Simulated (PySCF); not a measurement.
## C3H11BSi

The system: C3H11BSi, a small molecule; neutral, singlet. The structure, one conformer, was relaxed in the gas phase by PBE0-D3(BJ)/def2-SVP. No frequency run checks that it is a minimum.

SMILES: B[Si](C)(C)C

Coordinates in Å:
```
C1      0.926   -0.368    1.604
Si2    -0.102    0.050    0.071
C3      1.079    0.496   -1.344
C4     -1.104   -1.469   -0.429
B5     -1.243    1.680    0.421
H6      1.544   -1.261    1.417
H7      1.596    0.463    1.872
H8      0.286   -0.580    2.475
H9      0.536    0.714   -2.276
H10     1.691    1.376   -1.093
H11     1.761   -0.348   -1.540
H12    -1.806   -1.769    0.365
H13    -0.443   -2.326   -0.636
H14    -1.695   -1.270   -1.337
H15    -2.409    1.767    0.106
H16    -0.756    2.660    0.943
```

Shieldings: GIAO PBE0/pcSseg-1. Shifts are against computed references at the same level: C TMS (σ 184.4 ppm), H TMS (σ 31.27 ppm), Si TMS (σ 352.0 ppm). Core levels by delta-SCF with SCAN, pcX-2 on the ionised atom and pcseg-1 elsewhere, spin-free X2C (2p3/2 is the spin-free 2p value less a third of a first-order spin-orbit splitting); from the vacuum level, for chosen atoms.

Question: Give the shieldings and core levels atom by atom.

Answer: 
| atoms | bonded to | σ (ppm) | δ (ppm) | core level (eV) |
| --- | --- | --- | --- | --- |
| C1 | 1 Si + 3 H | 186.5 | -2.1 | 1s 289.85 |
| Si2 | 1 B + 3 C | 372.5 | -20.5 | 2p3/2 105.62 |
| C3 | 1 Si + 3 H | 188.1 | -3.7 | 1s 289.89 |
| C4 | 1 Si + 3 H | 185.9 | -1.5 | 1s 289.80 |
| B5 | 1 Si + 2 H | -23.4 | - | - |
| H6 H7 H8 | 1 C | 31.10 | 0.17 | - |
| H9 H10 H11 | 1 C | 31.24 | 0.03 | - |
| H12 H13 H14 | 1 C | 31.06 | 0.21 | - |
| H15 | 1 B | 20.61 | 10.66 | - |
| H16 | 1 B | 20.69 | 10.58 | - |

Values are those of this one static structure, with the three H of a rotating XH3 group averaged; atoms that internal rotation interchanges would show their mean in an NMR spectrum.

Core levels of B5 are left out, their hole states being strongly spin-contaminated.

Question: By CAM-B3LYP/def2-SVPD (TDDFT singlets, Tamm-Dancoff triplets, ionisation by delta-SCF), where does absorption start, and what does vertical ionisation take?

Answer: The lowest singlet lies at 3.86 eV (f 0.007), the strongest of the first 6 at 8.06 eV (f 0.109), the lowest triplet at 3.04 eV; vertical ionisation takes 9.75 eV.
